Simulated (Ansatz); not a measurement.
Job for Ansatz (a first-principles code): R-PBE/def2-TZVPP on BrH2Sb (SMILES [Br][SbH2]), atoms moved off the minimum. Elements past Kr take the def2 small-core potentials; no spin–orbit coupling.

Ansatz 0.2 input:
```yaml
crystal:
  periodic: [false, false, false]
  atoms:
    - {symbol: Sb, position_ang: [-0.57800062, -0.53927268, 0.55899537]}
    - {symbol: H, position_ang: [-0.29133976, -1.92623350, -0.48724936]}
    - {symbol: H, position_ang: [-2.00688067, -0.10961697, -0.47580893]}
    - {symbol: Br, position_ang: [0.96220352, 1.04234298, -0.87526307]}
basis:
  gaussian:
    orbitals: def2-TZVPP
hamiltonian:
  xc: {name: PBE}
scf: {lower_state_search: off}
output: {forces: true}
```

The head of its log:

```
WARN ansatz: RAYON_NUM_THREADS=1 ignored (pool sized by the plan → 1); use --threads N
Functional definition: PBE
these checks for a lower state are left out or cut short: stability, starts, cluster_reference, orbital_swaps, neighbouring_geometries, increment
integrals: 0.04 GiB planned
877 factors; their error is unknown
mean field: 0.33 GiB planned
mean field evaluation 1: about -76605.6093 eV, gradient 1.7e1 eV
mean field evaluation 2: about -76604.2402 eV, gradient 2.6e1 eV
```

### Question
Give the final energy of this run.

### Answer
-2815.2364 hartree.
